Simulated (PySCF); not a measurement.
CCl3, SMILES Cl[C](Cl)Cl, multiplicity 2.

The structure is a stationary point at PBE0-D3(BJ)/def2-SVP. The isomer is the one that the SMILES or the coordinates give; other isomers of the formula were not compared.

Calculation: B3LYP/def2-TZVPD (PySCF).

The molecule is in vacuum.

Computed frontier levels, dipole moment and polarisability:
The α spin, highest occupied and lowest empty level comes out as -6.32 and -1.43 eV, the β spin, highest occupied and lowest empty level is -8.88 and -2.94 eV and the dipole moment is 0.020 e·Å. The quadrupole, principal values (traceless, Buckingham form, about the centre of nuclear charge) comes out as -1.44, 0.72, 0.72 D·Å. The mean static polarisability comes out as 57.7 bohr³ (8.55 Å³), the polarisability, principal values comes out as 41.8, 65.7, 65.7 bohr³ and the ⟨S²⟩ comes out as 0.755 (pure state 0.75).
